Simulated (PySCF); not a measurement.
Working out the excitation energy of Br

Br [Ar] 3d10 4s2 4p5 (2P) → Br [Ar] 3d10 4s1 4p6 (2S). Computed with PySCF 2.14 in aug-cc-pVDZ-DK (6s5p3d, 36 functions), with scalar relativity by spin-free X2C-1e. Frozen: [Ar] 3d10. Energies in hartree (1 hartree = 27.21139 eV):

| part | Br (lower) | Br (upper) |
| --- | --- | --- |
| UHF | -2604.300226 | -2603.746019 |
| CCSD correlation | -0.112599 | -0.248461 |
| (T) | -0.001735 | -0.018334 |

Question: What does Hartree-Fock give?

Answer: (-2603.746019) − (-2604.300226) = 0.554207 hartree = 15.081 eV.

Question: What do CCSD and CCSD(T) give?

Answer: The CCSD correlation energies differ by -0.135862 hartree = -3.697 eV and the triples by -0.016599 hartree = -0.452 eV, so CCSD gives 11.384 eV and CCSD(T) 10.932 eV.

A double-zeta basis recovers only part of the correlation energy.

The coupled-cluster amplitudes are large, so a single reference is strained.
